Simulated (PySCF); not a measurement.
[CdCl3]-: fields on a plane

Computed with PBE0 in PySCF with Cd def2-SVPD with ECP28, Cl def2-SVPD; scalar-relativistic core potentials, no spin–orbit coupling; density-fitted integrals.

The singlet minimum has Cd–Cl 2.424 Å (×3); Cl–Cd–Cl 120.0° (×3).

The plane holds Cd1 at (0.00, 0.00), Cl2 at (2.42, 0.00), Cl3 at (-1.21, 2.10), Cl4 at (-1.21, -2.10) Å. Columns run from x = -3.15 to 4.65 Å, rows from y = 4.35 (top) to -4.05 Å, in steps of 0.3 Å. Other isomers or separated fragments may lie lower. Core electrons replaced by a potential are absent, the electrostatic potential uses the reduced nuclear charge, and values within about 0.7 Å of such atoms have no physical meaning.

Q: Give the electrostatic potential (V) (cut at 20 V). Every second row and column.

A: 
```
-3.1 -3.4 -3.6 -3.8 -3.9 -3.8 -3.6 -3.3 -3.1 -3.0 -2.8 -2.6 -2.5 -2.3
-3.5 -3.8 -4.1 -4.2 -4.4 -4.5 -4.1 -3.8 -3.5 -3.3 -3.1 -2.9 -2.7 -2.5
-3.9 -4.2 -2.6  0.8 -1.6 -4.6 -4.6 -4.1 -3.8 -3.6 -3.4 -3.2 -3.0 -2.7
-4.3 -3.9  9.1 20.0 20.0 -1.9 -4.7 -4.3 -4.2 -4.1 -3.9 -3.6 -3.3 -3.0
-4.5 -3.9 17.9 20.0 20.0  0.7 -3.9 -4.1 -4.4 -4.7 -4.5 -4.2 -3.7 -3.2
-4.5 -4.7  0.4 18.4 10.6  1.5 -0.5 -2.7 -4.1 -4.1 -4.3 -4.5 -4.1 -3.5
-4.2 -4.6 -4.0 -0.9  7.8 20.0 17.4  1.5  1.1 16.3  8.6 -2.9 -4.2 -3.7
-4.1 -4.3 -3.6  0.4 20.0 20.0 20.0  8.0 17.0 20.0 20.0  1.6 -4.0 -3.7
-4.1 -4.4 -3.9 -0.5 17.5 20.0 20.0  5.0  8.6 20.0 20.0 -0.6 -4.1 -3.7
-4.4 -4.8 -3.1  2.1  4.4  7.5  4.6 -1.1 -2.7 -0.1 -1.6 -4.2 -4.2 -3.6
-4.5 -4.3  8.3 20.0 20.0  0.4 -2.8 -3.6 -4.5 -4.8 -4.8 -4.4 -3.9 -3.4
-4.4 -3.8 18.2 20.0 20.0  0.0 -4.4 -4.3 -4.3 -4.3 -4.2 -3.9 -3.5 -3.1
-4.1 -4.1  1.1 17.8  7.3 -3.7 -4.8 -4.3 -4.0 -3.8 -3.6 -3.4 -3.1 -2.9
-3.7 -4.0 -3.9 -3.4 -4.1 -4.7 -4.4 -4.0 -3.6 -3.4 -3.2 -3.0 -2.8 -2.6
-3.3 -3.6 -3.9 -4.1 -4.2 -4.1 -3.8 -3.5 -3.3 -3.1 -2.9 -2.8 -2.6 -2.4
```

Q: Give the electron localisation function (set to 0 where the density is under 0.005 e/Å³). Lower edges of the bins: '_' 0.000, '.' 0.090, ':' 0.179, '-' 0.269, '=' 0.358, '+' 0.448, '*' 0.537, '#' 0.627, '%' 0.716, '@' 0.805; top 0.90, each point printed twice.

A: 
```
______________________________________________________
________....::::::::__________________________________
____..::--==++++++==--::______________________________
__..::==++**######**++==::____________________________
__::==**##%%@@@@@@%%##++--..__________________________
..==**##@@@@@@@@@@@@%%**==..__________________________
::++##%%@@##....%%@@@@##==..__________________________
--**##@@@@..@@@@..@@@@##==____________________________
--**%%@@@@..@@@@..@@%%**--________..------::..________
--**##@@@@##....##@@##==..______::==++****++--..______
::++**%%@@@@@@@@@@**--....____::==**##%%##**++--..____
..--++**##%%%%##==............--**%%@@@@@@%%##++::____
__..::====++==::..::++++--::..==%%@@@@@@@@@@%%**--..__
________........--##%%%%##--..++@@##....##@@%%**==::__
____________..::++%%____%%++..++@@..@@@@..@@@@##==::__
____________..::++%%____%%++..++@@..@@@@..@@@@##==::__
________........--##%%%%##--..++@@##....##@@%%**==::__
__..::====++==::..::++++--::..==%%@@@@@@@@@@%%**--..__
..--++**##%%%%##==............--**%%@@@@@@%%##++::____
::++**%%@@@@@@@@@@**--....____::==**##%%##**++--..____
--**##@@@@##....##@@##==..______::==++****++--..______
--**%%@@@@..@@@@..@@%%**--________..------::..________
--**##@@@@..@@@@..@@@@##==____________________________
::++##%%@@##....%%@@@@##==..__________________________
..==**##@@@@@@@@@@@@%%**==..__________________________
__::==**##%%@@@@@@%%##++--..__________________________
__..::==++**######**++==::____________________________
____..::--==++++++==--::______________________________
________....::::::::__________________________________
```

The lowest empty level of this anion is unbound, so it and the gap depend on the basis.
